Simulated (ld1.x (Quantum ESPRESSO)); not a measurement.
**What one change does to a pseudopotential (vanadium (V), TM semilocal)**

ld1.x (Quantum ESPRESSO) 7.5 input, shortened:

```
&input
   title='V', zed=23., rel=0, dft='PZ', iswitch=3,
   config='[Ar] 3d3 4s1.75 4p0'
 /
 &inputp
   pseudotype=1, tm=.true., lloc=1,
   nlcc=.true., new_core_ps=.true.
 /
3
4S  1  0   1.75   0.00  2.50  2.50  0.0
3D  3  2   3.00   0.00  1.60  1.60  0.0
4P  2  1   0.00   0.00  2.55  2.55  0.0
 &test
   configts(1)='3d3 4s1.75 4p0'
 /
```

All-electron outer shells of the reference configuration (LDA (PZ), non-relativistic, ld1.x):

| shell | level (eV) | outermost node (bohr) | outermost maximum (bohr) |
| --- | --- | --- | --- |
| 3p | -45.59 | 0.35 | 0.84 |
| 3d | -7.31 | – | 0.88 |
| 4s | -6.28 | 1.18 | 2.72 |
| 4p | -2.82 | 1.30 | 3.50 |

Change: wave 4s (bound): rc 2.50 bohr becomes 4s (bound): rc 1.84 bohr.

Cutoffs: the cutoffs (Ry, on a coarse ladder) from which the occupation-weighted sum of valence levels, in a spherical-Bessel basis at the reference potential, stays within 10 and 1 mRy of its value at 400 Ry; they do not see the model core or the augmentation charge, which bear on the density cutoff. Errors are all-electron minus pseudo energies relative to the spin-unpolarised reference configuration.

Question: Predict the effect on cutoff, ghosts and configuration errors.

Answer: The potential gets neither clearly harder nor softer (80 Ry and 100 Ry → 80 Ry and 100 Ry); the d channel sets the loose cutoff, while the largest relative change is in s, which becomes harder; of the 9 tests that both files solve, the error grows in 0 and shrinks in 5 by more than 15 % and 0.3 meV (median size 31.1 → 15.3 meV); the range in which the s phases agree narrows (upper end 2.2 → 0.3); neither file shows a bound ghost. Less of the atom is replaced, so other configurations are described better. A semilocal file is local in each channel, so a ghost entry of none says nothing of the separable form that plane-wave codes build from it.

| quantity | base | changed |
| --- | --- | --- |
| cutoff, loose | 80 Ry | 80 Ry |
| cutoff, tight | 100 Ry | 100 Ry |
| loose cutoff by channel (10 mRy a level) | s 6 Ry, d 70 Ry | s 18 Ry, d 70 Ry |
| bound ghosts | none | none |
| error for 3d3 4s2 4p0, meV [ΔE -1.38 eV] | -0.2 | +0.1 |
| error for 3d3 4s1 4p0, meV [ΔE 6.48 eV] | -2.9 | +0.8 |
| error for 3d3 4s0 4p0, meV [ΔE 20.90 eV] | -31 | -15 |
| error for 3d3 4s0 4p2, meV [ΔE 5.45 eV] | -3.7 | -3.7 |
| error for 3d4 4s1 4p0, meV [ΔE -1.03 eV] | -132 | -83 |
| error for 3d2 4s2 4p1, meV [ΔE 4.74 eV] | -339 | -121 |
| error for 3d3 4s0 4p1, meV [ΔE 10.56 eV] | -5.0 | +0.7 |
| error for 3d3 4s1.75 4p0 (spin-polarised), meV [ΔE -1.75 eV] | +119 | +123 |
| error for 3d3 4s2 4p0 (spin-polarised), meV [ΔE -3.03 eV] | +119 | +123 |
| s: phases at 2.74 bohr within 0.05 rad from the reference energy up to (Ry; the scan ends near 5) | 2.2 | 0.3 |
| p: phases at 2.74 bohr within 0.05 rad from the reference energy up to (Ry; the scan ends near 5) | 1.1 | 1.1 |
| d: phases at 2.74 bohr within 0.05 rad from the reference energy up to (Ry; the scan ends near 5) | 1.0 | 1.0 |
